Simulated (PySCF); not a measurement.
N(2+): excitation energy

N(2+) [He] 2s2 2p1 (2P) → N(2+) [He] 2s1 2p2, s spin flipped, as a difference of total energies. Computed with PySCF 2.14 in def2-QZVPPD (8s4p4d2f1g, 63 functions), with no relativity, point nucleus. Correlated levels: valence and next inner shell: nothing frozen. The calculations carry no spin-orbit coupling.

```
                                method  excitation energy (eV)
                                   UHF                  13.891
    MP2 (valence and next inner shell)                  12.903
SCS-MP2 (valence and next inner shell)                  12.838
```

Problem. How much does correlation contribute at MP2 (valence and next inner shell)?

Solution. 12.903 − (13.891) = -0.988 eV, measured against UHF.

The upper determinant mixes two multiplicities, so it lies between the two terms.

The coupled-cluster amplitudes are large for the upper state (T1 above 0.03 or a double amplitude above 0.15), so a single reference is strained.
